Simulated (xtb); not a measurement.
F4V (SMILES [F][V]([F])([F])[F]), doublet, from a rough starting geometry (GFN-xTB shapes and energies of metal compounds can be far from the true ones) (the multiplicity is a formal guess); GFN2-xTB in xtb.

Input for xtb:
```
$ xtb mol.xyz --gfn 2 --uhf 1 --opt vtight --json

# file mol.xyz
5

V      0.07861266    -0.07074679     0.02770183
F      0.72845424     0.96821145    -1.11116940
F      0.39437571    -1.05895242     1.19542438
F     -0.64977476    -1.01021830    -1.07609784
F     -0.47187644     1.21180985     0.98977709
```

What the program printed (banner, timings and long lists left out):

```
   ID    Z sym.   atoms
    1   23 V      1
    2    9 F      2-5

           -------------------------------------------------
          |                Calculation Setup                |
           -------------------------------------------------

           -------------------------------------------------
          |                 G F N 2 - x T B                 |
           -------------------------------------------------

          ...................................................
          :                      SETUP                      :
          :.................................................:
          :  # basis functions                  26          :
          :  # atomic orbitals                  25          :
          :  # shells                           11          :
          :  # electrons                        33          :
          :  max. iterations                   250          :
          :  Hamiltonian                  GFN2-xTB          :
          :  restarted?                      false          :
          :  GBSA solvation                  false          :
          :  PC potential                    false          :
          :  electronic temp.          300.0000000     K    :
          :  accuracy                    1.0000000          :
          :  -> integral cutoff          0.2500000E+02      :
          :  -> integral neglect         0.1000000E-07      :
          :  -> SCF convergence          0.1000000E-05 Eh   :
          :  -> wf. convergence          0.1000000E-03 e    :
          :  Broyden damping             0.4000000          :
          :  net charge                          0          :
          :  unpaired electrons                  1          :
          ...................................................

 iter      E             dE          RMSdq      gap      omega  full diag
   1    -17.4451073 -0.174451E+02  0.260E+01    1.12       0.0  T
   2    -19.2745810 -0.182947E+01  0.235E+01    1.05       1.0  T
   3    -20.2824899 -0.100791E+01  0.130E+01    1.21       1.0  T
   4    -21.0335172 -0.751027E+00  0.603E+00    1.43       1.0  T
   5    -20.6982918  0.335225E+00  0.878E+00    1.32       1.0  T
   6    -21.0971784 -0.398887E+00  0.146E+00    1.50       1.0  T
   7    -21.0258175  0.713608E-01  0.359E+00    1.55       1.0  T
   8    -21.0698456 -0.440281E-01  0.229E+00    1.54       1.0  T
   9    -21.0929935 -0.231478E-01  0.105E+00    1.52       1.0  T
[...]
 * total energy  :   -21.0550523 Eh     change       -0.2983224E-08 Eh
 * total energy  :   -21.0565218 Eh     change       -0.1469501E-02 Eh
 * total energy  :   -21.0589482 Eh     change       -0.2426339E-02 Eh
 * total energy  :   -21.0590652 Eh     change       -0.1169875E-03 Eh
 * total energy  :   -21.0591308 Eh     change       -0.6565163E-04 Eh
 * total energy  :   -21.0591669 Eh     change       -0.3610546E-04 Eh
 * total energy  :   -21.0591850 Eh     change       -0.1806983E-04 Eh
 * total energy  :   -21.0591958 Eh     change       -0.1081915E-04 Eh
 * total energy  :   -21.0591991 Eh     change       -0.3291134E-05 Eh
 * total energy  :   -21.0591998 Eh     change       -0.6792199E-06 Eh
 * total energy  :   -21.0592000 Eh     change       -0.1646721E-06 Eh
 * total energy  :   -21.0592000 Eh     change       -0.3238236E-07 Eh
   *** GEOMETRY OPTIMIZATION CONVERGED AFTER 12 ITERATIONS ***
         :: total energy             -21.059199987025 Eh    ::
[...]
        24                          0.4654450              12.6654
        25                          0.4654913              12.6667
      -------------------------------------------------------------
                  HL-Gap            0.0632159 Eh            1.7202 eV
             Fermi-level           -0.4637292 Eh          -12.6187 eV

     #   Z          covCN         q      C6AA      α(0)
     1  23 V        2.698     0.654   186.057    30.539
     2   9 F        0.675    -0.164    10.884     3.895
     3   9 F        0.675    -0.164    10.884     3.895
     4   9 F        0.675    -0.164    10.884     3.895
     5   9 F        0.675    -0.164    10.884     3.895

 Mol. C6AA /au·bohr⁶  :        672.630814
 Mol. C8AA /au·bohr⁸  :      37198.899381
 Mol. α(0) /au        :         46.117392

Wiberg/Mayer (AO) data.
largest (>0.10) Wiberg bond orders for each atom

 ---------------------------------------------------------------------------
     #   Z sym  total        # sym  WBO       # sym  WBO       # sym  WBO
 ---------------------------------------------------------------------------
     1  23 V    5.254 --     5 F    1.314     3 F    1.314     2 F    1.314
                             4 F    1.314
     2   9 F    1.460 --     1 V    1.314
     3   9 F    1.460 --     1 V    1.314
     4   9 F    1.460 --     1 V    1.314
     5   9 F    1.460 --     1 V    1.314
 ---------------------------------------------------------------------------

Topologies differ in total number of bonds
Writing topology from bond orders to xtbtopo.mol

molecular dipole:
                 x           y           z       tot (Debye)
 q only:        0.000       0.000       0.000
   full:        0.000       0.000       0.000       0.001
molecular quadrupole (traceless):
                xx          xy          yy          xz          yz          zz
 q only:        1.910      -0.349      -0.937       0.140      -0.017      -0.973
  q+dip:        1.954      -0.357      -0.959       0.143      -0.018      -0.995
   full:        2.173      -0.397      -1.066       0.159      -0.020      -1.107

optimized geometry written to: xtbopt.xyz

           -------------------------------------------------
          | TOTAL ENERGY              -21.059199987025 Eh   |
          | GRADIENT NORM               0.000050790760 Eh/α |
          | HOMO-LUMO GAP               1.720192026461 eV   |
           -------------------------------------------------

normal termination of xtb
```
